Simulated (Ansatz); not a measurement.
`[CH3][Ga]([CH3])[F]` + HI → `[CH3][Ga]([F])[I]` + CH₄  (ligand exchange at a Ga–C bond)

Gas-phase electronic energies from Ansatz, PBE0-D4/def2-TZVP geometries. CBS: MP2 limit from def2 TZ/QZ plus the TZ coupled-cluster correction, frozen cores. This one scheme is used for every species. Functionals use def2-TZVPP. def2 core potentials past Kr. For Ga, I outer-core shells are correlated without core-valence functions, which leaves a few kJ/mol of doubt a bond. Scalar relativity is left out up to krypton.

| level | ΔE (kJ/mol) |
| --- | --- |
| LDA (SPW92) | -135.2 |
| ωB97M-V | -143.5 |

Question: What does CCSD(T)/CBS give? (Best estimate.)

Answer: Ansatz gave: -145.1 kJ/mol. The listed levels differ from it by 9.9, 1.6 kJ/mol.

Largest T1 diagnostic among the species: 0.012.

At CCSD(T), def2-SVP lies −6.3 kJ/mol from the extrapolated value and def2-TZVPP +2.8 kJ/mol. From PBE to PBE0 (25 % exact exchange), in def2-TZVPP and without D4, ΔE moves by −4.3 kJ/mol. In def2-TZVPP, CCSD(T) changes the Hartree–Fock value by +21.0 kJ/mol (the triples alone add +0.2 kJ/mol) and MP2 by +13.8 kJ/mol.
